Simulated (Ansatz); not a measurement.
Gas-phase electronic energies from Ansatz, PBE0-D4/def2-TZVP geometries. CBS: MP2 limit from def2 TZ/QZ plus the TZ coupled-cluster correction, frozen cores. Double bonds are as drawn, so ΔE can hold a change between cis and trans. Functionals use def2-TZVPP. B3LYP here is the variant with VWN-RPA as its local correlation; programs differ in this. Elements past krypton have def2 core potentials. For Sn outer-core shells are correlated without core-valence functions, which leaves a few kJ/mol of doubt a bond. Each species was taken in one conformer, which may not be the lowest.

Reaction (formal exchange of groups at the Sn–F bond): `[NH2][SnH]([OH])[F]` + `N/C=C(\N)C=O` → `[NH2][SnH]([OH])[CH]=O` + `N/C=C(\N)F`

`[NH2][SnH]([OH])[F]`:

Cartesian coordinates in Å:
```
N -0.479 1.486 0.193
Sn 0.117 -0.291 -0.481
O -0.839 -1.590 0.606
F 1.960 -0.666 -0.047
H -0.015 2.285 -0.217
H -0.450 1.570 1.201
H -0.028 -0.490 -2.157
H -0.266 -2.302 0.903
```

`N/C=C(\N)C=O`:

Cartesian coordinates in Å:
```
N 0.452 0.979 -1.660
C -0.240 0.862 -0.521
C -0.112 -0.180 0.338
N 0.823 -1.211 0.019
C -0.916 -0.213 1.542
O -1.728 0.619 1.892
H 1.132 0.266 -1.869
H 0.369 1.783 -2.250
H -0.950 1.646 -0.279
H 1.524 -1.331 0.739
H 0.374 -2.107 -0.125
H -0.729 -1.113 2.174
```

`[NH2][SnH]([OH])[CH]=O`:

```xyz
10

N    -0.320   -0.423    1.864
Sn   -0.515   -0.369   -0.143
O    -1.293    1.330   -0.755
C     1.491   -0.206   -1.054
O     1.716    0.748   -1.745
H    -0.016    0.453    2.267
H    -1.162   -0.710    2.346
H    -1.527   -1.662   -0.604
H    -0.660    1.803   -1.306
H     2.286   -0.963   -0.870
```

`N/C=C(\N)F`:

```xyz
10

N    -1.423   -0.840   -0.122
C    -0.410   -0.214   -0.837
C     0.675    0.315   -0.283
N     0.914    0.381    1.084
F     1.658    0.805   -1.092
H    -2.348   -0.653   -0.478
H    -1.360   -0.648    0.869
H    -0.492   -0.236   -1.917
H     1.122    1.322    1.395
H     1.664   -0.231    1.383
```

Problem. Is it downhill or uphill in electronic energy at CCSD(T)/CBS, and by how much? (An estimate is asked.)

Solution. The calculation gave: Uphill: ΔE = +191.8 kJ/mol.

Problem. What do these levels give: PBE0-D4, ωB97X-V, PBE, r2SCAN, B3LYP, HF/CBS(def2)? (Best estimate.)

Solution. Ansatz gave: PBE0-D4 193.1, ωB97X-V 191.3, PBE 188.1, r2SCAN 201.1, B3LYP 191.9, HF/CBS(def2) 202.2 kJ/mol.

Largest T1 diagnostic among the species: 0.016.

From PBE to PBE0 (25 % exact exchange), in def2-TZVPP and without D4, ΔE moves by +4.2 kJ/mol.
